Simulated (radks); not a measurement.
Question: These are the eigenvalues of the occupied orbitals of an atom or ion with whole-number occupations (hartree). Method: scalar-relativistic Kohn-Sham, PBEsol, spin-polarised, spherical densities, finite nucleus; Fermi nuclear charge, rms radius of each element as measured or else 0.836 A^(1/3) + 0.57 fm; computed with a radial shooting solver on a logarithmic mesh with Libxc functionals.

orbital  eigenvalue
1s up     -1766.469
1s down   -1766.141
2s up     -376.8145
2s down   -376.5575
2p up     -349.1614
2p down   -348.8151
3s up     -149.1516
3s down   -148.0951
3p up     -140.6736

Which element is it, and in what charge state? The configuration may be excited. Open shells, if any, are filled with parallel spins first.

Answer: Z = 61, promethium, charge +46: Pm46+ in [Ne] 3s2 3p3. The list shows which subshells hold electrons but not how many an open one holds; the 1s level, -1766.5 hartree, gives Z - s = 59.4 by -(Z - s)^2/2, which with screening and relativity narrows Z to a few neighbours, and the depths of the outer levels then fix element, charge and occupations together.
